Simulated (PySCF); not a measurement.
C₈H₅N₅, SMILES C12=NC=CC3N2C(N=CN=3)=NC=C1. Atoms are numbered in the order given.

```xyz
18

C     -1.2515     2.4015     0.0000
C      0.1301     2.3941     0.0000
C      0.8085     1.1554     0.0000
N      2.1353     1.0570     0.0000
C      2.6438    -0.1807     0.0000
N      1.9848    -1.3202     0.0000
C      0.6354    -1.2732     0.0000
N     -0.0766    -2.3805     0.0000
C     -1.4187    -2.2915     0.0000
C     -2.1161    -1.1056     0.0000
C     -1.3980     0.1167     0.0000
N     -2.0078     1.2962     0.0000
N      0.0046     0.0031     0.0000
H     -1.7930     3.3540     0.0000
H      0.7322     3.3008     0.0000
H      3.7393    -0.2487     0.0000
H     -1.9595    -3.2444     0.0000
H     -3.2031    -1.0513     0.0000
```
Charge 0, spin multiplicity 1.

Geometry optimised at B3LYP-D3(BJ)/def2-SVP.

The numbers are results of PySCF with B3LYP-D3(BJ)/def2-SVP, not measurements.

Harmonic, unscaled wavenumbers; measured fundamentals usually lie a few per cent lower.

Problem. List the normal modes with their intensities. (An estimate is asked for; the answer gives what the named calculation found.)

Solution. 
```csv
mode,ν (cm⁻¹),IR (km/mol),moving atoms (share of kinetic energy)
1,119,0.4,"N 52 %, C 38 %, H 9 %"
2,141,0.4,"C 49 %, N 41 %, H 10 %"
3,226,3.5,"N 58 %, C 34 %"
4,244,0.5,"C 47 %, N 36 %, H 17 %"
5,455,20.8,"N 53 %, C 29 %, H 19 %"
6,461,5.7,"N 46 %, C 46 %"
7,488,0.1,"C 44 %, N 29 %, H 27 %"
8,492,1.1,"N 49 %, C 48 %"
9,495,1.4,"C 43 %, N 34 %, H 23 %"
10,509,8.5,"C 61 %, N 30 %, H 8 %"
11,519,1.3,"C 69 %, N 24 %"
12,599,1.1,"N 60 %, C 36 %"
13,668,0.8,"C 64 %, N 31 %"
14,724,0.0,"C 62 %, H 25 %, N 13 %"
15,749,6.5,"C 69 %, N 19 %, H 12 %"
16,816,2.7,"C 72 %, N 21 %"
17,837,15.1,"H 62 %, C 26 %, N 12 %"
18,841,1.5,"H 61 %, C 34 %"
19,846,8.6,"C 46 %, N 45 %, H 9 %"
20,871,51.0,"C 63 %, N 29 %, H 8 %"
21,881,27.9,"N 53 %, C 39 %"
22,1010,0.0,"H 68 %, C 31 %"
23,1011,0.0,"H 68 %, C 32 %"
24,1018,1.3,"H 66 %, C 33 %"
25,1068,13.2,"N 48 %, C 33 %, H 20 %"
26,1076,4.4,"N 39 %, C 36 %, H 24 %"
27,1101,26.8,"N 44 %, H 40 %, C 16 %"
28,1125,20.6,"H 43 %, N 41 %, C 16 %"
29,1145,1.4,"N 45 %, C 44 %, H 11 %"
30,1186,1.7,"C 50 %, N 35 %, H 16 %"
31,1256,6.3,"C 58 %, N 27 %, H 15 %"
32,1280,68.9,"C 46 %, H 36 %, N 18 %"
33,1298,31.6,"H 55 %, C 37 %"
34,1331,73.7,"H 42 %, C 39 %, N 19 %"
35,1360,38.3,"C 57 %, H 27 %, N 15 %"
36,1433,11.3,"H 41 %, C 37 %, N 23 %"
37,1437,8.3,"H 54 %, C 24 %, N 22 %"
38,1528,19.0,"C 70 %, H 18 %, N 12 %"
39,1561,25.7,"C 60 %, N 30 %, H 10 %"
40,1621,69.6,"C 67 %, N 27 %"
41,1625,131.5,"C 69 %, N 24 %"
42,1691,917.3,"C 70 %, N 28 %"
43,1691,774.3,"C 80 %, N 17 %"
44,3154,31.8,"H 92 %, C 8 %"
45,3163,22.7,"H 92 %, C 8 %"
46,3164,19.1,"H 92 %, C 8 %"
47,3244,0.6,"H 91 %, C 9 %"
48,3244,1.0,"H 91 %, C 9 %"
```
